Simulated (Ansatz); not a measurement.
`F[Se](F)(F)(F)(F)F`. Total charge 0; spin multiplicity 1. All single points use the PBE0-D4/def2-TZVP geometry.

```xyz
7

F     1.604   -0.435    0.299
Se    0.000    0.000    0.000
F    -0.061   -1.104   -1.277
F     0.524    1.202   -1.064
F     0.061    1.104    1.277
F    -1.604    0.435   -0.299
F    -0.524   -1.202    1.064
```

Problem. What is the dipole moment at PBE/def2-TZVPP? (Estimate.)

Solution. The calculation gave: 0.00 D, zero by symmetry or nearly so.

Problem. Give the Mulliken charges with PBE, B3LYP, ωB97M-V in def2-TZVPP. (Best estimate.)

Solution. Computed: 
```
atom    PBE  B3LYP  ωB97M-V
  F1  -0.19  -0.24    -0.22
 Se2   1.16   1.45     1.32
  F3  -0.19  -0.24    -0.22
  F4  -0.19  -0.24    -0.22
  F5  -0.19  -0.24    -0.22
  F6  -0.19  -0.24    -0.22
  F7  -0.19  -0.24    -0.22
```

B3LYP here is the variant with VWN-RPA as its local correlation; programs differ in this.
